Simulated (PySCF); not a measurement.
C5H10S2.
Geometry (PBE0-D3(BJ)/def2-SVP, Å), atoms numbered from 1 in this order:
```
atom  x, y, z in Å
C1    -2.1166   -0.1617    0.5412
C2    -1.1716    0.3418   -0.5346
C3    -0.0128   -0.6042   -0.8620
C4     0.9908   -0.8581    0.2641
C5     1.7234    0.3822    0.7576
S6     0.6025    1.6044    1.5074
S7    -0.5361    2.0265   -0.1722
H8    -2.4661   -1.1792    0.3023
H9    -2.9933    0.4954    0.6296
H10   -1.6177   -0.1902    1.5213
H11   -1.7378    0.5153   -1.4664
H12    0.5240   -0.1987   -1.7360
H13   -0.4407   -1.5716   -1.1766
H14    0.4901   -1.3410    1.1202
H15    1.7413   -1.5804   -0.0995
H16    2.2790    0.8767   -0.0557
H17    2.4419    0.1229    1.5522
```

All values: CAM-B3LYP/def2-SVPD (PySCF, non-relativistic), on one gas-phase PBE0-D3(BJ)/def2-SVP geometry that isn't relaxed in the solvent. The solvent is an IEF-PCM continuum (cavity from Bondi-type radii × 1.2), and excitations are vertical TDDFT with non-equilibrium linear response and a frozen core. Only the electrostatic response of the medium enters.

Gas-phase singlets (H = HOMO, L = LUMO):

| state | E (eV) | λ (nm) | f | leading configuration |
| --- | --- | --- | --- | --- |
| S1 | 4.202 | 295 | 0.006 | H→L 89% |
| S2 | 5.181 | 239 | 0.001 | H-1→L 77% |
| S3 | 5.727 | 216 | 0.000 | H→L+2 75% |
| S4 | 6.107 | 203 | 0.021 | H→L+1 82% |
| S5 | 6.318 | 196 | 0.005 | H→L+4 22% |

**Question.** Give the list for dichloromethane (ε = 8.93), n² = 2.03.

**Answer.** 
| state | E (eV) | λ (nm) | f | leading configuration | change by rank (eV) |
| --- | --- | --- | --- | --- | --- |
| S1 | 4.234 | 293 | 0.009 | H→L 90% | +0.032 |
| S2 | 5.199 | 238 | 0.001 | H-1→L 78% | +0.018 |
| S3 | 5.715 | 217 | 0.001 | H→L+2 46% | -0.012 |
| S4 | 6.213 | 200 | 0.028 | H→L+1 43% | +0.106 |
| S5 | 6.333 | 196 | 0.012 | H→L+3 32% | +0.015 |

**Question.** What are the lowest 5 singlets in acetone (ε = 20.49)?

**Answer.** 
```tsv
state	E (eV)	λ (nm)	f	leading configuration	change by rank (eV)
S1	4.244	292	0.008	H→L 90%	+0.042
S2	5.206	238	0.001	H-1→L 78%	+0.025
S3	5.713	217	0.002	H→L+1 39%	-0.014
S4	6.226	199	0.027	H→L+1 33%	+0.119
S5	6.338	196	0.012	H→L+3 31%	+0.020
```

**Question.** The ground-state energy changes by -0.166 eV from gas to acetone. By how much does the total energy of gas-phase S1 change?

**Answer.** E(S1) = E(S0) + excitation energy, so it changes by -0.166 + 0.042 = -0.124 eV: it is lowered less than the ground state, which is what a blue shift means. This is the vertical state, with the slow part of the continuum still set for S0.

**Question.** How do the frontier levels move from gas to acetone?

**Answer.** 
| orbital | gas (eV) | solvent (eV) | change (eV) |
| --- | --- | --- | --- |
| LUMO+2 | 1.47 | 1.43 | -0.04 |
| LUMO+1 | 1.10 | 1.18 | +0.08 |
| LUMO | 0.41 | 0.38 | -0.03 |
| HOMO | -7.55 | -7.66 | -0.11 |
| HOMO-1 | -8.54 | -8.59 | -0.05 |
| HOMO-2 | -10.15 | -10.07 | +0.08 |
| HOMO-3 | -10.52 | -10.46 | +0.06 |

The HOMO–LUMO gap goes from 7.97 to 8.04 eV. Rows go by rank; for LUMO+1 the atom shares or the degeneracy differ between the runs, so the row needn't follow one orbital.
